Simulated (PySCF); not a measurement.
A run for PySCF: D3(BJ) and D4 dispersion corrections on H3NPbS (SMILES [NH2][Pb][SH]), a point of a torsion scan.

```python
from pyscf import gto
from pyscf.dispersion import dftd3, dftd4

mol = gto.M(
    atom='''
    N    -1.28143025    0.03843397    0.09965930
    Pb    0.06822848   -1.37051245    0.93156595
    S     2.12592256   -0.41041364   -0.26034233
    H    -2.26623911    0.13297509    0.28998458
    H    -1.02803658    0.78638794   -0.52510967
    H     2.44749814   -1.51112631   -0.92382701
    ''',
    basis='def2-svp',
    charge=0, spin=0, verbose=0, max_memory=1800)
d3, d4 = {}, {}
for xc in ['hf', 'pbe', 'blyp', 'revpbe', 'tpss', 'r2scan', 'b3lyp', 'pbe0', 'bhlyp', 'camb3lyp', 'b2plyp']:
    d3[xc] = float(dftd3.DFTD3Dispersion(mol, xc=xc, version='d3bj', atm=False).get_dispersion()['energy'])
    print(f'D3(BJ) {xc:10s} {d3[xc]:14.8f} Eh')
for xc in ['hf', 'pbe', 'blyp', 'revpbe', 'tpss', 'r2scan', 'b3lyp', 'pbe0', 'bhlyp', 'camb3lyp', 'b2plyp']:
    d4[xc] = float(dftd4.DFTD4Dispersion(mol, xc={'camb3lyp': 'cam-b3lyp'}.get(xc, xc), atm=True).get_dispersion()['energy'])
    print(f'D4     {xc:10s} {d4[xc]:14.8f} Eh')
```

Output:

```
D3(BJ) hf            -0.03983238 Eh
D3(BJ) pbe           -0.00468126 Eh
D3(BJ) blyp          -0.01110726 Eh
D3(BJ) revpbe        -0.01084974 Eh
D3(BJ) tpss          -0.00623070 Eh
D3(BJ) r2scan        -0.00127703 Eh
D3(BJ) b3lyp         -0.00938374 Eh
D3(BJ) pbe0          -0.00439892 Eh
D3(BJ) bhlyp         -0.00864494 Eh
D3(BJ) camb3lyp      -0.00462108 Eh
D3(BJ) b2plyp        -0.00507798 Eh
D4     hf            -0.01564209 Eh
D4     pbe           -0.00493098 Eh
D4     blyp          -0.01048099 Eh
D4     revpbe        -0.01207268 Eh
D4     tpss          -0.00656636 Eh
D4     r2scan        -0.00105191 Eh
D4     b3lyp         -0.00814461 Eh
D4     pbe0          -0.00419299 Eh
D4     bhlyp         -0.00771848 Eh
D4     camb3lyp      -0.00438697 Eh
D4     b2plyp        -0.00337478 Eh
```

The run finished.

Cost: about 0.010 core-seconds (a rough figure).
